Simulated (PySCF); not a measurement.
Molfile (atoms numbered from 1):
```
C6H15O2PSi
     RDKit          3D

 25 25  0  0  0  0  0  0  0  0999 V2000
    2.4987   -0.8998   -1.2391 C   0  0  0  0  0  0  0  0  0  0  0  0
    1.7791    0.2388   -0.8602 O   0  0  0  0  0  0  0  0  0  0  0  0
    1.3929    0.2722    0.4870 C   0  0  2  0  0  0  0  0  0  0  0  0
    0.2615   -0.6974    0.8438 C   0  0  0  0  0  0  0  0  0  0  0  0
   -0.9775   -0.5188   -0.0445 C   0  0  1  0  0  0  0  0  0  0  0  0
   -2.2482   -1.8824    0.2868 Si  0  0  0  0  0  4  0  0  0  0  0  0
   -1.6125    0.8745    0.0820 C   0  0  0  0  0  0  0  0  0  0  0  0
   -0.6606    2.0152   -0.2929 C   0  0  0  0  0  0  0  0  0  0  0  0
    0.7775    1.9764    0.8184 P   0  0  1  0  0  5  0  0  0  0  0  0
    0.4933    2.2349    2.2657 O   0  0  0  0  0  0  0  0  0  0  0  0
    1.8891   -1.8210   -1.1923 H   0  0  0  0  0  0  0  0  0  0  0  0
    3.3927   -1.0440   -0.6024 H   0  0  0  0  0  0  0  0  0  0  0  0
    2.8263   -0.7541   -2.2775 H   0  0  0  0  0  0  0  0  0  0  0  0
    2.2586    0.0987    1.1580 H   0  0  0  0  0  0  0  0  0  0  0  0
    0.6336   -1.7344    0.7875 H   0  0  0  0  0  0  0  0  0  0  0  0
    0.0062   -0.5173    1.9026 H   0  0  0  0  0  0  0  0  0  0  0  0
   -0.6587   -0.6561   -1.0956 H   0  0  0  0  0  0  0  0  0  0  0  0
   -2.7650   -1.7888    1.6878 H   0  0  0  0  0  0  0  0  0  0  0  0
   -3.4008   -1.7567   -0.6586 H   0  0  0  0  0  0  0  0  0  0  0  0
   -1.6145   -3.2257    0.1012 H   0  0  0  0  0  0  0  0  0  0  0  0
   -2.5105    0.9369   -0.5544 H   0  0  0  0  0  0  0  0  0  0  0  0
   -1.9540    1.0314    1.1203 H   0  0  0  0  0  0  0  0  0  0  0  0
   -0.2902    1.9054   -1.3256 H   0  0  0  0  0  0  0  0  0  0  0  0
   -1.1508    2.9968   -0.1976 H   0  0  0  0  0  0  0  0  0  0  0  0
    1.7527    2.8059    0.1884 H   0  0  0  0  0  0  0  0  0  0  0  0
  1  2  1  0
  2  3  1  0
  3  4  1  0
  4  5  1  0
  5  6  1  0
  5  7  1  0
  7  8  1  0
  8  9  1  0
  9 10  2  0
  9  3  1  0
  1 11  1  0
  1 12  1  0
  1 13  1  0
  3 14  1  1
  4 15  1  0
  4 16  1  0
  5 17  1  6
  6 18  1  0
  6 19  1  0
  6 20  1  0
  7 21  1  0
  7 22  1  0
  8 23  1  0
  8 24  1  0
  9 25  1  6
M  END
```

Geometry: PBE0-D3(BJ)/def2-SVP; GIAO shifts from PySCF 2.14, gas phase, non-relativistic, averaged over equivalent atoms.

At B3LYP/pcSseg-1 (259 basis functions, 110 s wall time on 1 thread of an Arm Neoverse N1, shared host):
```csv
atoms,δ (ppm)
C3,77.5
C1,57.2
C8,28.7
C4,26.6
C7,24.9
C5,15.8
O10,92.7
O2,18.5
Si6,-54.9
P9,-0.5
H25,6.78
H18/H19/H20,3.72
H11/H12/H13,3.33
H14,3.18
H15,2.12
H22,1.87
H16,1.79
H21,1.59
H24,1.58
H23,1.49
H17,1.10
```

Scale: 13C (σref 179.24), 29Si (σref 337.86), 1H (σref 31.38) vs TMS; 17O (σref 334.04) vs H2O; H3PO4 for 31P (σref 297.42) (reference shieldings calculated alike).

Problem. Predict the values at PBE0/pcSseg-1 on the same geometry.

Solution. 
| atoms | δ at PBE0/pcSseg-1 | change |
| --- | --- | --- |
| C3 | 75.0 | -2.5 |
| C1 | 56.2 | -1.0 |
| C8 | 27.3 | -1.4 |
| C4 | 25.2 | -1.4 |
| C7 | 23.4 | -1.5 |
| C5 | 13.8 | -2.0 |
| O10 | 84.1 | -8.6 |
| O2 | 11.5 | -7.0 |
| Si6 | -53.7 | +1.2 |
| P9 | -5.6 | -5.1 |
| H25 | 6.81 | +0.03 |
| H18/H19/H20 | 3.81 | +0.09 |
| H11/H12/H13 | 3.28 | -0.05 |
| H14 | 3.18 | +0.00 |
| H15 | 2.10 | -0.02 |
| H22 | 1.86 | -0.01 |
| H16 | 1.78 | -0.01 |
| H21 | 1.58 | -0.01 |
| H24 | 1.60 | +0.02 |
| H23 | 1.48 | -0.01 |
| H17 | 1.10 | +0.00 |

Referencing at the same level of theory: 13C (σ = 184.41 ppm), 29Si (σ = 351.99 ppm), 1H (σ = 31.27 ppm) against TMS; H2O for 17O (σ = 334.56 ppm); H3PO4 for 31P (σ = 310.13 ppm).

The largest change is at O10 (P=O oxygen). Cost: 259 basis functions, 2.3 min wall time on 1 thread of an Arm Neoverse N1, shared host. The order of the carbon signals is the same at both levels.

Experimental scales use liquid or dissolved standards, which lie at an offset from isolated H2O (liquid H2O: subtract about 36 ppm) and H3PO4.
